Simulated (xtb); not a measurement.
xtb input (GFN2-xTB):

```bash
xtb mol.xyz --gfn 2 --sp --chrg -1 --uhf 0
```
mol.xyz:
```
11

C      1.83146060    -0.43451885    -0.15598884
O      0.48750625    -0.74067945    -0.38347881
B     -0.48422613     0.20570575     0.10826090
N     -0.11056263     1.36684600     0.73916435
N     -1.85033065    -0.33547450    -0.17509214
H      2.09845199     0.55545260    -0.54667827
H      2.45036551    -1.19759515    -0.64896906
H      2.07616805    -0.41943841     0.91499421
H     -0.90790764     1.93134737     1.02730359
H     -1.89243296    -0.95668464    -0.97341168
H     -2.56607480     0.37133764    -0.25928522
```

End of the output:

```
         :::::::::::::::::::::::::::::::::::::::::::::::::::::
         ::                     SUMMARY                     ::
         :::::::::::::::::::::::::::::::::::::::::::::::::::::
         :: total energy             -16.548794467792 Eh    ::
         :: gradient norm              0.034197391738 Eh/a0 ::
         :: HOMO-LUMO gap              6.203496896870 eV    ::
         ::.................................................::
         :: SCC energy               -16.700705482934 Eh    ::
         :: -> isotropic ES            0.241143728613 Eh    ::
         :: -> anisotropic ES          0.004640940833 Eh    ::
         :: -> anisotropic XC          0.004328213830 Eh    ::
         :: -> dispersion             -0.005769125022 Eh    ::
         :: repulsion energy           0.151911015142 Eh    ::
         :: add. restraining           0.000000000000 Eh    ::
         :: total charge              -1.000000000000 e     ::
         :::::::::::::::::::::::::::::::::::::::::::::::::::::

           -------------------------------------------------
          |                Property Printout                |
           -------------------------------------------------

    * Orbital Energies and Occupations

         #    Occupation            Energy/Eh            Energy/eV
      -------------------------------------------------------------
         1        2.0000           -0.4616542             -12.5622
       ...           ...                  ...                  ...
         3        2.0000           -0.3797587             -10.3338
         4        2.0000           -0.3388492              -9.2206
         5        2.0000           -0.3277935              -8.9197
         6        2.0000           -0.3267237              -8.8906
         7        2.0000           -0.3049562              -8.2983
         8        2.0000           -0.2900398              -7.8924
         9        2.0000           -0.2515983              -6.8463
        10        2.0000           -0.2339553              -6.3662
        11        2.0000           -0.2124465              -5.7810
        12        2.0000           -0.1854790              -5.0471
        13        2.0000           -0.1667708              -4.5381
        14        2.0000           -0.0902962              -2.4571
        15        2.0000           -0.0863636              -2.3501 (HOMO)
        16                          0.1416107               3.8534 (LUMO)
        17                          0.2537282               6.9043
        18                          0.3078497               8.3770
        19                          0.3247313               8.8364
        20                          0.3532444               9.6123
        21                          0.3692081              10.0467
        22                          0.3872369              10.5373
        23                          0.4170328              11.3480
        24                          0.5028759              13.6839
        25                          0.5963369              16.2272
        26                          0.8433785              22.9495
      -------------------------------------------------------------
                  HL-Gap            0.2279743 Eh            6.2035 eV
             Fermi-level            0.0276235 Eh            0.7517 eV

     #   Z          covCN         q      C6AA      α(0)
     1   6 C        3.640     0.083    19.549     6.358
     2   8 O        1.634    -0.467    22.203     6.360
     3   5 B        2.478     0.386    17.984     7.482
     4   7 N        1.700    -0.680    40.524     9.411
     5   7 N        2.557    -0.469    32.391     8.452
     6   1 H        0.924     0.001     3.034     2.724
     7   1 H        0.923    -0.024     3.509     2.930
     8   1 H        0.923    -0.005     3.148     2.775
     9   1 H        0.860     0.008     2.943     2.687
    10   1 H        0.860     0.085     1.945     2.184
    11   1 H        0.860     0.082     1.969     2.198

 Mol. C6AA /au·bohr⁶  :       1240.266113
 Mol. C8AA /au·bohr⁸  :      26307.609943
 Mol. α(0) /au        :         53.561604

Wiberg/Mayer (AO) data.
largest (>0.10) Wiberg bond orders for each atom

 ---------------------------------------------------------------------------
     #   Z sym  total        # sym  WBO       # sym  WBO       # sym  WBO
 ---------------------------------------------------------------------------
     1   6 C    3.984 --     2 O    1.037     7 H    0.981     6 H    0.976
                             8 H    0.976
     2   8 O    2.014 --     1 C    1.037     3 B    0.854
     3   5 B    3.420 --     4 N    1.608     5 N    0.930     2 O    0.854
     4   7 N    2.718 --     3 B    1.608     9 H    0.979
     5   7 N    2.983 --    11 H    0.983    10 H    0.980     3 B    0.930
     6   1 H    1.000 --     1 C    0.976
     7   1 H    0.999 --     1 C    0.981
     8   1 H    1.000 --     1 C    0.976
     9   1 H    1.000 --     4 N    0.979
    10   1 H    0.993 --     5 N    0.980
    11   1 H    0.993 --     5 N    0.983
 ---------------------------------------------------------------------------

Topologies differ in total number of bonds
Writing topology from bond orders to xtbtopo.mol

molecular dipole:
                 x           y           z       tot (Debye)
 q only:        0.444      -0.729      -0.563
   full:        0.172      -0.847      -0.941       3.249
molecular quadrupole (traceless):
                xx          xy          yy          xz          yz          zz
 q only:        0.893       0.071      -3.381       0.949      -4.087       2.487
  q+dip:        1.480      -1.740      -4.096       1.837      -4.116       2.616
   full:        2.223      -2.349      -4.617       1.750      -4.204       2.394

           -------------------------------------------------
          | TOTAL ENERGY              -16.548794467792 Eh   |
          | GRADIENT NORM               0.034197391738 Eh/α |
          | HOMO-LUMO GAP               6.203496896870 eV   |
           -------------------------------------------------

------------------------------------------------------------------------
Note: The following floating-point exceptions are signalling: IEEE_UNDERFLOW_FLAG IEEE_DENORMAL
normal termination of xtb
------------------------------------------------------------------------
 total:
 SCF:
```

It need not be the lowest isomer of its formula. Whether it binds its extra electron was not tested at this geometry.
